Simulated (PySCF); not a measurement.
A calculated (UHF, PySCF 2.14, 6-31G*, no relativity, point nucleus) atom or ion has these occupied shells.

```
shell  electrons  orbital energy (eV)  rms radius, mean of both spins (bohr)
   1s          2              -222.74                                  0.378
   2s          2              -23.766                                   1.96
```

Question: Name the element and its charge.

Answer: B⁺ (boron, charge +1), in [He] 2s2, closed-shell 1S.
